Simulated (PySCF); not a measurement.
Cl3Sc, charge -1, doublet, geometry from GFN2-xTB (such geometries of metal compounds can be far from the true shape) (the multiplicity is a formal guess) (a gas-phase anion, which may not be bound at this level); PySCF with CASSCF(9,9)/6-31G.

The PySCF input:
```python
from pyscf import gto, scf, mcscf
import numpy

mol = gto.M(
    atom='''
Sc   -0.000000   -0.000000   -0.000000
Cl    2.171581   -0.391505   -0.624244
Cl   -0.823194   -0.926461    1.929441
Cl   -1.348387    1.317966   -1.305197
''',
    basis='6-31g',
    charge=-1,
    spin=1,
    verbose=4,
)

mf = scf.ROHF(mol)
mf.kernel()
mc = mcscf.CASSCF(mf, 9, 9)
mc.fix_spin_(ss=0.75)
mc.kernel()
occ = numpy.linalg.eigvalsh(mc.fcisolver.make_rdm1(mc.ci, mc.ncas, mc.nelecas))[::-1]
ss = mc.fcisolver.spin_square(mc.ci, mc.ncas, mc.nelecas)[0]
print('natural occupations', occ.round(4), ' <S^2>', round(ss, 4))
```

### Question
Write the output that PySCF gives for this input, abridged.

### Answer

```
PySCF version 2.14.0

[INPUT] verbose = 4
[INPUT] num. atoms = 4
[INPUT] num. electrons = 73
[INPUT] charge = -1
[INPUT] spin (= nelec alpha-beta = 2S) = 1
[INPUT] symmetry False subgroup None
[INPUT] Mole.unit = angstrom
[INPUT] Symbol           X                Y                Z      unit          X                Y                Z       unit  Magmom
[...]
nuclear repulsion = 362.654256289603
number of shells = 32
number of NR pGTOs = 228
number of NR cGTOs = 66
basis = 6-31g
ecp = {}

******** <class 'pyscf.scf.rohf.ROHF'> ********
method = ROHF
initial guess = minao
damping factor = 0
level_shift factor = 0
DIIS = <class 'pyscf.scf.diis.CDIIS'>
diis_start_cycle = 1
diis_space = 8
diis_damp = 0
SCF conv_tol = 1e-09
SCF conv_tol_grad = None
SCF max_cycles = 50
direct_scf = True
direct_scf_tol = 1e-13
num. doubly occ = 36  num. singly occ = 1
Set gradient conv threshold to 3.16228e-05
init E= -2138.51631705376
[...]
cycle= 1 E= -2138.39513513376  delta_E= 0.121  |g|= 0.294  |ddm|= 1.55
[...]
cycle= 2 E= -2138.44227623769  delta_E= -0.0471  |g|= 0.118  |ddm|= 0.579
[...]
cycle= 3 E= -2138.45090960794  delta_E= -0.00863  |g|= 0.0379  |ddm|= 0.217
[...]
cycle= 4 E= -2138.45484035716  delta_E= -0.00393  |g|= 0.0256  |ddm|= 0.282
[...]
cycle= 5 E= -2138.45554784395  delta_E= -0.000707  |g|= 0.00707  |ddm|= 0.0946
[...]
cycle= 6 E= -2138.45562348715  delta_E= -7.56e-05  |g|= 0.00182  |ddm|= 0.0322
[...]
cycle= 7 E= -2138.45563064355  delta_E= -7.16e-06  |g|= 0.00133  |ddm|= 0.0225
[...]
cycle= 8 E= -2138.4556326147  delta_E= -1.97e-06  |g|= 0.000198  |ddm|= 0.0119
[...]
cycle= 9 E= -2138.45563277855  delta_E= -1.64e-07  |g|= 5.32e-05  |ddm|= 0.00333
[...]
cycle= 10 E= -2138.4556327892  delta_E= -1.06e-08  |g|= 6.02e-06  |ddm|= 0.000654
[...]
cycle= 11 E= -2138.45563278929  delta_E= -9.28e-11  |g|= 9.3e-07  |ddm|= 5.77e-05
[...]
Extra cycle  E= -2138.4556327893  delta_E= -2.73e-12  |g|= 7.08e-07  |ddm|= 1.21e-05
converged SCF energy = -2138.4556327893

******** <class 'pyscf.mcscf.mc1step.CASSCF'> ********
CAS (5e+4e, 9o), ncore = 32, nvir = 25
max_cycle_macro = 50
max_cycle_micro = 4
conv_tol = 1e-07
conv_tol_grad = None
orbital rotation max_stepsize = 0.02
orbital rotation threshold for CI restart = 0.01
augmented hessian ah_max_cycle = 30
augmented hessian ah_conv_tol = 1e-12
augmented hessian ah_linear dependence = 1e-14
augmented hessian ah_level shift = 1e-08
augmented hessian ah_start_tol = 2.5
augmented hessian ah_start_cycle = 3
augmented hessian ah_grad_trust_region = 3
kf_trust_region = 3
kf_interval = 4
ci_response_space = 4
ci_grad_trust_region = 3
with_dep4 0
natorb = False
canonicalization = True
sorting_mo_energy = False
ao2mo_level = 2
internal_rotation = False
******** <class 'pyscf.fci.addons.SpinPenaltyFCISolver'> ********
max. cycles = 50
conv_tol = 1e-08
davidson only = True
linear dependence = 1e-12
level shift = 0.001
max iter space = 12
nroots = 1
pspace_size = 400
spin = None
CASCI E = -2138.45599162418  S^2 = 0.7500000
Set conv_tol_grad to 0.000316228
macro iter   1 ( 21 JK    4 micro), CASSCF E = -2138.45729509531  dE = -1.30347113e-03  S^2 = 0.7500000
               |grad[o]|=0.00109  |grad[c]|=0.00567  |ddm|=0.0082  |maxRot[o]|=0.309
macro iter   2 ( 21 JK    4 micro), CASSCF E = -2138.45962960367  dE = -2.33450836e-03  S^2 = 0.7500000
               |grad[o]|=0.00335  |grad[c]|=0.00579  |ddm|=0.00559  |maxRot[o]|=0.309
macro iter   3 ( 21 JK    4 micro), CASSCF E = -2138.46077052623  dE = -1.14092256e-03  S^2 = 0.7500000
               |grad[o]|=0.00356  |grad[c]|=0.0247  |ddm|=0.0364  |maxRot[o]|=0.241
macro iter   4 ( 21 JK    4 micro), CASSCF E = -2138.46630822173  dE = -5.53769550e-03  S^2 = 0.7500000
               |grad[o]|=0.0127  |grad[c]|=0.016  |ddm|=0.0126  |maxRot[o]|= 0.23
macro iter   5 ( 12 JK    3 micro), CASSCF E = -2138.46984666541  dE = -3.53844368e-03  S^2 = 0.7500000
               |grad[o]|=0.0155  |grad[c]|=0.00692  |ddm|=0.00774  |maxRot[o]|=0.131
macro iter   6 ( 12 JK    3 micro), CASSCF E = -2138.47118392612  dE = -1.33726071e-03  S^2 = 0.7500000
               |grad[o]|=0.0104  |grad[c]|=0.00205  |ddm|=0.00348  |maxRot[o]|=0.101
macro iter   7 ( 12 JK    3 micro), CASSCF E = -2138.47176532394  dE = -5.81397825e-04  S^2 = 0.7500000
               |grad[o]|=0.00646  |grad[c]|=0.0353  |ddm|=0.00536  |maxRot[o]|=0.0962
macro iter   8 (  7 JK    2 micro), CASSCF E = -2138.47204039743  dE = -2.75073485e-04  S^2 = 0.7500000
               |grad[o]|=0.00438  |grad[c]|=0.00582  |ddm|=0.000849  |maxRot[o]|=0.0674
macro iter   9 (  7 JK    2 micro), CASSCF E = -2138.47224261840  dE = -2.02220973e-04  S^2 = 0.7500000
               |grad[o]|=0.00331  |grad[c]|=0.018  |ddm|=0.00227  |maxRot[o]|=0.0674
macro iter  10 (  7 JK    2 micro), CASSCF E = -2138.47232944372  dE = -8.68253146e-05  S^2 = 0.7500000
               |grad[o]|=0.00235  |grad[c]|=0.0288  |ddm|=0.00424  |maxRot[o]|=0.0698
macro iter  11 (  7 JK    2 micro), CASSCF E = -2138.47239146299  dE = -6.20192736e-05  S^2 = 0.7500000
               |grad[o]|=0.00181  |grad[c]|=0.0232  |ddm|=0.00255  |maxRot[o]|=0.0697
macro iter  12 (  7 JK    2 micro), CASSCF E = -2138.47246336663  dE = -7.19036420e-05  S^2 = 0.7500000
               |grad[o]|=0.00155  |grad[c]|=0.013  |ddm|=0.00149  |maxRot[o]|=0.0697
macro iter  13 (  7 JK    2 micro), CASSCF E = -2138.47255716245  dE = -9.37958148e-05  S^2 = 0.7500000
               |grad[o]|=0.00134  |grad[c]|=0.00796  |ddm|=0.00144  |maxRot[o]|=0.0691
macro iter  14 (  7 JK    2 micro), CASSCF E = -2138.47268566512  dE = -1.28502676e-04  S^2 = 0.7500000
               |grad[o]|=0.00126  |grad[c]|=0.006  |ddm|=0.00155  |maxRot[o]|=0.0696
macro iter  15 (  7 JK    2 micro), CASSCF E = -2138.47283394077  dE = -1.48275644e-04  S^2 = 0.7500000
               |grad[o]|=0.0011  |grad[c]|=0.00388  |ddm|=0.00152  |maxRot[o]|=0.0681
macro iter  16 (  7 JK    2 micro), CASSCF E = -2138.47295197481  dE = -1.18034049e-04  S^2 = 0.7500000
[...]
macro iter  22 (  7 JK    2 micro), CASSCF E = -2138.47818754715  dE = -1.92753208e-03  S^2 = 0.7500000
               |grad[o]|=0.00631  |grad[c]|=0.0115  |ddm|=0.00682  |maxRot[o]|=0.0696
macro iter  23 ( 17 JK    4 micro), CASSCF E = -2138.48250730140  dE = -4.31975425e-03  S^2 = 0.7500000
               |grad[o]|=0.00746  |grad[c]|=0.0452  |ddm|=0.0166  |maxRot[o]|=0.209
macro iter  24 ( 17 JK    4 micro), CASSCF E = -2138.48630069076  dE = -3.79338936e-03  S^2 = 0.7500000
               |grad[o]|=0.0115  |grad[c]|=0.0235  |ddm|=0.00766  |maxRot[o]|=0.0872
macro iter  25 ( 17 JK    4 micro), CASSCF E = -2138.48812957461  dE = -1.82888386e-03  S^2 = 0.7500000
               |grad[o]|=0.00789  |grad[c]|=0.0285  |ddm|=0.00343  |maxRot[o]|=0.104
macro iter  26 ( 21 JK    4 micro), CASSCF E = -2138.48836763573  dE = -2.38061114e-04  S^2 = 0.7500000
               |grad[o]|=0.0043  |grad[c]|=0.0114  |ddm|=0.00314  |maxRot[o]|=0.0546
macro iter  27 (  7 JK    2 micro), CASSCF E = -2138.48851464627  dE = -1.47010543e-04  S^2 = 0.7500000
               |grad[o]|=0.00322  |grad[c]|=0.0276  |ddm|=0.00114  |maxRot[o]|=0.0507
macro iter  28 ( 21 JK    4 micro), CASSCF E = -2138.48888538338  dE = -3.70737106e-04  S^2 = 0.7500000
               |grad[o]|=0.00153  |grad[c]|=0.00646  |ddm|=0.00183  |maxRot[o]|=0.284
macro iter  29 (  7 JK    2 micro), CASSCF E = -2138.48895578542  dE = -7.04020422e-05  S^2 = 0.7500000
               |grad[o]|=0.002  |grad[c]|=0.0319  |ddm|=0.00137  |maxRot[o]|=0.0694
macro iter  30 ( 21 JK    4 micro), CASSCF E = -2138.48893942285  dE =  1.63625700e-05  S^2 = 0.7500000
               |grad[o]|=0.00106  |grad[c]|=0.0369  |ddm|=0.000839  |maxRot[o]|=0.0539
macro iter  31 ( 21 JK    4 micro), CASSCF E = -2138.48899503739  dE = -5.56145378e-05  S^2 = 0.7500000
               |grad[o]|=0.00287  |grad[c]|=0.00226  |ddm|=0.000245  |maxRot[o]|=0.0174
macro iter  32 (  7 JK    2 micro), CASSCF E = -2138.48900990636  dE = -1.48689783e-05  S^2 = 0.7500000
               |grad[o]|=0.00113  |grad[c]|=0.0161  |ddm|=0.000139  |maxRot[o]|=0.0383
macro iter  33 (  7 JK    2 micro), CASSCF E = -2138.48905273566  dE = -4.28292965e-05  S^2 = 0.7500000
               |grad[o]|=0.001  |grad[c]|=0.0258  |ddm|=0.000552  |maxRot[o]|=0.0515
macro iter  34 (  7 JK    2 micro), CASSCF E = -2138.48917085832  dE = -1.18122662e-04  S^2 = 0.7500000
               |grad[o]|=0.000926  |grad[c]|=0.0209  |ddm|=0.00205  |maxRot[o]|=0.0599
macro iter  35 (  7 JK    2 micro), CASSCF E = -2138.48949787072  dE = -3.27012398e-04  S^2 = 0.7500000
               |grad[o]|=0.000986  |grad[c]|=0.00878  |ddm|=0.00547  |maxRot[o]|=0.0645
macro iter  36 (  7 JK    2 micro), CASSCF E = -2138.49035130816  dE = -8.53437438e-04  S^2 = 0.7500000
               |grad[o]|=0.00175  |grad[c]|=0.0193  |ddm|=0.0109  |maxRot[o]|=0.067
macro iter  37 (  7 JK    2 micro), CASSCF E = -2138.49233232614  dE = -1.98101798e-03  S^2 = 0.7500000
               |grad[o]|=0.00376  |grad[c]|=0.0201  |ddm|=0.0176  |maxRot[o]|=0.0682
macro iter  38 (  7 JK    2 micro), CASSCF E = -2138.49633339307  dE = -4.00106693e-03  S^2 = 0.7500000
               |grad[o]|=0.00762  |grad[c]|=0.0174  |ddm|=0.0252  |maxRot[o]|=0.0689
macro iter  39 (  7 JK    2 micro), CASSCF E = -2138.50194104094  dE = -5.60764787e-03  S^2 = 0.7500000
               |grad[o]|=0.0125  |grad[c]|=0.0329  |ddm|=0.0243  |maxRot[o]|=0.0686
macro iter  40 ( 11 JK    3 micro), CASSCF E = -2138.50089238822  dE =  1.04865271e-03  S^2 = 0.7500000
               |grad[o]|=0.011  |grad[c]|=0.0113  |ddm|=0.00683  |maxRot[o]|=0.0701
macro iter  41 ( 21 JK    4 micro), CASSCF E = -2138.50103909123  dE = -1.46703006e-04  S^2 = 0.7500000
               |grad[o]|=0.016  |grad[c]|=0.0192  |ddm|=0.00298  |maxRot[o]|=0.0103
macro iter  42 (  7 JK    2 micro), CASSCF E = -2138.50352055413  dE = -2.48146291e-03  S^2 = 0.7500000
               |grad[o]|=0.0139  |grad[c]|=0.00516  |ddm|=0.00634  |maxRot[o]|=0.0382
macro iter  43 (  5 JK    2 micro), CASSCF E = -2138.50435912649  dE = -8.38572359e-04  S^2 = 0.7500000
               |grad[o]|=0.00897  |grad[c]|=0.00417  |ddm|=0.00217  |maxRot[o]|=0.0222
macro iter  44 ( 16 JK    4 micro), CASSCF E = -2138.50276094279  dE =  1.59818370e-03  S^2 = 0.7500000
               |grad[o]|=0.00425  |grad[c]|=0.00213  |ddm|=0.00173  |maxRot[o]|=0.0321
macro iter  45 ( 21 JK    4 micro), CASSCF E = -2138.50268526803  dE =  7.56747659e-05  S^2 = 0.7500000
               |grad[o]|=0.0125  |grad[c]|=0.0126  |ddm|=0.00287  |maxRot[o]|=0.00159
macro iter  46 ( 21 JK    4 micro), CASSCF E = -2138.50363819606  dE = -9.52928033e-04  S^2 = 0.7500000
               |grad[o]|=0.0126  |grad[c]|=0.00433  |ddm|=0.000943  |maxRot[o]|=0.0127
macro iter  47 (  7 JK    2 micro), CASSCF E = -2138.50448306526  dE = -8.44869195e-04  S^2 = 0.7500000
               |grad[o]|=0.00916  |grad[c]|=0.000981  |ddm|=0.00269  |maxRot[o]|=0.0195
macro iter  48 (  9 JK    4 micro), CASSCF E = -2138.50447602790  dE =  7.03735486e-06  S^2 = 0.7500000
               |grad[o]|=0.0027  |grad[c]|=0.00217  |ddm|=0.000639  |maxRot[o]|=0.00344
macro iter  49 ( 13 JK    4 micro), CASSCF E = -2138.50448855389  dE = -1.25259871e-05  S^2 = 0.7500000
               |grad[o]|=0.00287  |grad[c]|=0.00159  |ddm|=0.000442  |maxRot[o]|=0.00071
macro iter  50 (  3 JK    1 micro), CASSCF E = -2138.50455660576  dE = -6.80518674e-05  S^2 = 0.7500000
               |grad[o]|=0.00263  |grad[c]|=0.00171  |ddm|=0.000401  |maxRot[o]|=0.00689
1-step CASSCF not converged,  50 macro (569 JK 138 micro) steps
CASSCF canonicalization
Density matrix diagonal elements [1.98803496 1.98903474 1.98608888 1.98590076 0.99992508 0.01453354
 0.01309984 0.01103807 0.01234412]
CASSCF energy = -2138.50455660576
CASCI E = -2138.50455660576  E(CI) = -18.2429319198459  S^2 = 0.7500000
natural occupations [1.9918 1.9867 1.9857 1.9854 1.     0.0143 0.014  0.0132 0.009 ]  <S^2> 0.75
```

Convergence was not reached.
